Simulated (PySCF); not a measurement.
Species: C6H9FOSi2.
SMILES with atom numbers: `[CH3:1][C:2]#[C:3][Si@@H:4]1[CH2:5][Si@H:6]([F:7])[C@H:8]1[CH:9]=[O:10]`

Cartesian coordinates in Å at the GFN2-xTB level; atoms count from 1:
```xyz
19
C6H9FOSi2 angstrom
C      3.9664    0.1418    0.7930
C      2.6197    0.2705    0.2908
C      1.4945    0.3740   -0.1309
Si    -0.2340    0.5665   -0.7311
C     -1.3963    1.4838    0.4871
Si    -2.1814   -0.1600    1.0641
F     -1.5382   -0.5873    2.4930
C     -1.2208   -1.0846   -0.3116
C     -2.1013   -1.3472   -1.4327
O     -3.1352   -0.7410   -1.6278
H      4.5490   -0.5053    0.1378
H      4.4412    1.1215    0.8371
H      3.9480   -0.2883    1.7939
H     -0.2744    0.9561   -2.1400
H     -0.9008    2.0585    1.2646
H     -2.0961    2.1497   -0.0087
H     -3.6030   -0.3507    1.2301
H     -0.5804   -1.9289   -0.0732
H     -1.7668   -2.1197   -2.1553
```

Probes without a nucleus sit at each ring's centroid and 1 Å off its mean plane on both sides; NICS is minus the shielding there, NICSzz its component along the normal. Level: GIAO PBE0/pcSseg-1 (PySCF, non-relativistic, gas phase) on the GFN2-xTB geometry, one conformer.

Ring bond lengths (Å), with Mayer bond orders in brackets: Si4–C5 1.917 (0.92), C5–Si6 1.911 (0.89), Si6–C8 1.916 (0.81), C8–Si4 1.969 (0.77).

Task: Give the NICS values of each ring in ppm.

Result: 
| ring | type | NICS(0) | NICS(1), two faces | NICS(1)zz, two faces | rms pucker (Å) | centre to ring atoms, mean (Å) |
| --- | --- | --- | --- | --- | --- | --- |
| Si4–C5–Si6–C8 | 4-membered ring with 2 Si; formal bonds all single | 1.0 | -0.8 / -0.5 | 2.5 / 4.4 | 0.06 | 1.36 |

Task: What can be read from them?

Result: 
- Si4–C5–Si6–C8: mean NICS(1)zz 3.4 ppm, deshielded. Si4, C5, Si6, C8 have four or more neighbours, and the NICS criterion for π rings isn't applied.

Task: How shielded are the nuclei of the rings and their hydrogens (means over atoms taken as equivalent)?

Result: 
```tsv
atoms	environment	σ isotropic (ppm)	principal values of the symmetric part, first atom (ppm)
Si4	SiH silicon	394.2	364.5, 401.9, 416.1
C5	sp3 carbon bound to silicon	177.1	162.7, 180.6, 188.2
Si6	fluorine-bound silicon	329.8	284.0, 310.4, 395.0
C8	sp3 carbon bound to silicon	129.0	91.0, 134.7, 161.3
H14	Si–H hydrogen	26.80	23.6, 25.3, 31.5
H15	methylene hydrogen	30.67	26.6, 28.3, 37.1
H16	methylene hydrogen	30.84	27.2, 27.7, 37.6
H17	Si–H hydrogen	25.90	21.9, 24.5, 31.3
H18	methine hydrogen	28.55	26.2, 27.7, 31.7
```

Hardware: one thread of an Arm Neoverse V1, shared host with 32 logical CPUs at a one-minute load of 32. Cost: 74 s (grids of density and orbitals included), 1.1 GiB resident at most. This is the whole shielding run at PBE0/pcSseg-1, SCF included.
